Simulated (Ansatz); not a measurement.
Input file for `C[SiH2][NH][ZnH]`:

```yaml
crystal:
  periodic: [false, false, false]
  atoms:
    - {symbol: C, position_ang: [-1.037431, 0.995162, -0.265799]}
    - {symbol: Si, position_ang: [0.503405, 0.628969, 0.729917]}
    - {symbol: N, position_ang: [1.058507, -0.938839, 0.314799]}
    - {symbol: Zn, position_ang: [0.302647, -2.078720, -0.889992]}
    - {symbol: H, position_ang: [-0.834034, 0.974529, -1.340422]}
    - {symbol: H, position_ang: [-1.419237, 1.990383, -0.024509]}
    - {symbol: H, position_ang: [-1.834108, 0.277632, -0.048882]}
    - {symbol: H, position_ang: [0.179446, 0.749946, 2.184770]}
    - {symbol: H, position_ang: [1.523353, 1.685818, 0.448823]}
    - {symbol: H, position_ang: [1.891296, -1.260216, 0.788184]}
    - {symbol: H, position_ang: [-0.333844, -3.024653, -1.896899]}
basis:
  gaussian: {orbitals: def2-TZVPP}
correlation: {method: ccsd_t, frozen_orbitals: {C: 1, H: 0, "N": 1, Si: 5, Zn: 9}}
output: {orbitals: {seedname: orbitals}}
```

```sh
$ ansatz run in.yaml --threads 4 --pin off --events-out ev --progress --plain
```

The program prints (abridged):

```
Functional definition: HF
1600 factors; integrals over basis functions are off by at most 1.1e-3 eV
mean field evaluation 1: about -58858.6355 eV, gradient 4.6e1 eV
mean field evaluation 2: about -58858.9566 eV, gradient 4.6e1 eV
mean field evaluation 4: about -58863.8644 eV, gradient 5.8e0 eV
mean field evaluation 8: about -58863.9492 eV, gradient 8.1e-1 eV
mean field -58863.95040325 eV, -2163.2102779008 hartree, gradient 1.7e-6 eV, S^2 0.000000; 0 other end points of the search recorded, 0 dependent functions left out
16 core orbitals not correlated: weight in the atoms' cores, before any rotation towards them, 1.000 or more for the frozen orbitals, at most 0.000 for the correlated occupied ones
reference -58863.95040325 eV, -2163.2102779008 hartree; 16, 16 occupied and 234, 234 virtual orbitals, 1600 factors
second order -28.24106064 eV of doubles, -0.00000000 eV of singles
cycle   1  -27.02853137 eV  change     1.2e0 eV  update   1.3e-1
cycle   2  -27.84162839 eV  change   -8.1e-1 eV  update   5.2e-2
cycle   3  -28.03626443 eV  change   -1.9e-1 eV  update   2.3e-2
cycle   4  -28.00873921 eV  change    2.8e-2 eV  update   6.6e-3
cycle   5  -28.00111487 eV  change    7.6e-3 eV  update   2.7e-3
cycle   6  -28.00295866 eV  change   -1.8e-3 eV  update   9.2e-4
cycle   7  -28.00264698 eV  change    3.1e-4 eV  update   3.3e-4
cycle   8  -28.00232601 eV  change    3.2e-4 eV  update   1.1e-4
cycle   9  -28.00241145 eV  change   -8.5e-5 eV  update   4.2e-5
cycle  10  -28.00244070 eV  change   -2.9e-5 eV  update   1.4e-5
perturbative correction -0.97694832 eV, -0.0359021887 hartree
Total energy: -58892.92979227 eV, -2164.2752508045 hartree
```

Run time 3.4 min (4 threads of a server CPU on a shared host); peak host memory 6.3 GiB.

MP2 recovers 97.5 % of the CCSD(T) correlation energy and the triples give 3.4 %; T1 = 0.0142.
